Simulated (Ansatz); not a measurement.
Species: C₂H₉Si₂ (charge -1, singlet). It need not be the lowest isomer of its formula. Whether it binds its extra electron was not tested at this geometry. 
Coordinates optimised at B3LYP-D3(BJ)/def2-TZVP (Ansatz, a program for electronic structure):
```
Si
C 1 1.9667
H 2 1.0951 1 111.03
H 2 1.0966 3 106.87 1 -119.13
H 2 1.0973 3 107.91 4 -115.37
C 1 1.9667 2 97.87 3 167.25
H 6 1.0951 1 111.03 2 -167.25
H 6 1.0966 7 106.87 1 119.13
H 6 1.0973 7 107.91 8 115.37
Si 1 2.3884 2 96.05 3 70.26
H 10 1.5074 1 114.42 2 170.45
H 10 1.5074 11 102.39 1 -124.37
H 10 1.5170 11 102.09 12 -105.45
```
Charge -1, spin multiplicity 1.

Total electronic energies in hartree. Cores are frozen in the correlated levels unless marked. No spin-orbit coupling. Non-relativistic. CBS(X,Y): correlation extrapolated as X^-3; Hartree-Fock from the larger set.

```json
[
 {"level": "B97M-V/def2-TZVPD", "program": "Ansatz", "energy (Eh)": "___"},
 {"level": "PBE0/STO-3G", "program": "Ansatz", "energy (Eh)": "___"},
 {"level": "r2SCANh/def2-TZVPD", "program": "Ansatz", "energy (Eh)": "___"},
 {"level": "B2GP-PLYP-D3(BJ)/def2-TZVPD", "program": "Ansatz + dftd3", "energy (Eh)": "-660.24315"},
 {"level": "RPA@PBE/cc-pV(T+d)Z", "program": "Ansatz", "energy (Eh)": "-659.97778"},
 {"level": "CCSD(T)/6-31G*", "program": "Ansatz", "energy (Eh)": "-659.28883"},
 {"level": "CCSD(T)/aug-cc-pV(D+d)Z", "program": "Ansatz", "energy (Eh)": "-659.47398"},
 {"level": "CCSD(T)/aug-cc-pV(Q+d)Z", "program": "Ansatz", "energy (Eh)": "-659.65701"},
 {"level": "CCSD(T)/CBS(aug-cc-pV(T+d)Z,aug-cc-pV(Q+d)Z)", "program": "Ansatz", "energy (Eh)": "-659.6771"}
]
```

Complete the blanks.


- B97M-V/def2-TZVPD, energy (Eh): -660.53015
- PBE0/STO-3G, energy (Eh): -652.49845
- r2SCANh/def2-TZVPD, energy (Eh): -660.55718
